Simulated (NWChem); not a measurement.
BeH2Se; SMILES [BeH][SeH]

```xyz
4

Be     0.1048    -1.5532     0.0000
H      0.0483    -2.8787     0.0000
Se     0.2237     0.4861     0.0000
H     -1.2574     0.5796     0.0000
```
Atoms are numbered in this order, from 1.

Coordinates come from a B3LYP/6-31G* (spherical d) optimisation.

Spin-orbit effects, on the heavy nuclei and on their neighbours, are missing.

Problem. Give the principal values of the shielding tensors (ppm) of Be1, Se3 from PBE0/pcSseg-1, GIAO (NWChem), with their diamagnetic and paramagnetic parts as GIAO splits them.

Solution. 
```json
[
 {"atom": "Be1", "σ11": "41.5", "σ22": "42.7", "σ33": "152.0", "isotropic": "78.7", "diamagnetic": "144.2", "paramagnetic": "-65.5"},
 {"atom": "Se3", "σ11": "1926.3", "σ22": "2125.0", "σ33": "2357.2", "isotropic": "2136.2", "diamagnetic": "3002.7", "paramagnetic": "-866.6"}
]
```
